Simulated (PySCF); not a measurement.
A structure optimised at PBE0-D3(BJ)/def2-SVP, used in a PySCF frequency run:

```xyz
9

Ge     0.1242    -0.3153    -0.3809
Cl     0.4315     1.8170    -0.5039
Cl     1.3060    -1.0651     1.2609
C     -1.7352    -0.6319    -0.0069
C     -2.6233     0.3584     0.0992
H      0.6904    -0.9441    -1.6576
H     -2.0436    -1.6751     0.1309
H     -3.6780     0.1602     0.3181
H     -2.3305     1.4064    -0.0252
```

Q: Write its SMILES and formula.

A: C=[CH][GeH]([Cl])[Cl], C₂H₄Cl₂Ge

Q: What are its rotational constants (standard atomic weights)?

A: 2.3794, 1.7323, 1.1835 GHz
